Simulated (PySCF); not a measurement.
**UHF on Mn (manganese, neutral)**

Configuration: [Ar] 3d6 4s1, high-spin 6D determinant (an excited configuration). Calculation: PySCF 2.14, in aug-cc-pwCVTZ (10s9p7d4f3g, 127 functions); the non-relativistic Hamiltonian (point nucleus).

| Quantity | Value |
| --- | --- |
| Total energy | -1149.752289 hartree |
| One-electron energy | -1589.6050 hartree |
| Hartree (Coulomb) energy | 490.9316 hartree |
| Exchange energy | -51.0790 hartree |
| Kinetic energy | 1149.74349 hartree |
| ⟨S²⟩ | 8.7612 |
| ⟨L²⟩ | 6.026 |
| Sum of ⟨r⟩ | 20.70 bohr |
| Sum of ⟨r²⟩ | 36.77 bohr² |
| Traceless quadrupole moment −½Σ⟨3z² − r²⟩ along its main axis | 0.639 e·bohr² |
| Density at the nucleus (Gaussians lack the cusp) | 10500 bohr⁻³ |
| Spin density at the nucleus | 1.89 bohr⁻³ |
| Langevin diamagnetic susceptibility | -29.1 ×10⁻⁶ cm³/mol |

```
shell  electrons  mean orbital energy (eV)  spread (eV)  rms radius, mean of both spins (bohr)
 1s α          1                   -6540.5            0                                 0.0713
 1s β          1                   -6540.5            0                                 0.0713
 2s α          1                   -788.11            0                                  0.305
 2s β          1                   -785.41            0                                  0.305
 2p α          3                   -671.22        0.682                                  0.274
 2p β          3                   -668.65        0.003                                  0.274
 3s α          1                   -102.97            0                                  0.930
 3s β          1                   -94.357            0                                  0.930
 3p α          3                   -67.820        1.700                                   1.00
 3p β          3                   -57.506        1.281                                   1.00
 3d α          5                   -11.517        2.054                                   1.50
 3d β          1                    -6.196            0                                   1.50
 4s α          1                    -6.164            0                                   3.87
```

Spin-orbit constants ζ (cm⁻¹) from the X2C one-electron operator on these orbitals (non-relativistic here): bare nucleus, nucleus screened by l(l+1)(2l+1)/3 electrons, and screened by the Breit-Pauli mean field of the electrons.

| shell | bare | screened nucleus | mean field |
| --- | --- | --- | --- |
| 2p | 57110 | 52540 | n/a |
| 3p | 6594 | 6066 | n/a |
| 3d | 544.7 | 326.8 | n/a |

To first order the Landé constant is A = -65.37 cm⁻¹, so the lowest level has J = 9/2 and lies 0.0405 eV below the centre of the term. This holds in LS coupling only.
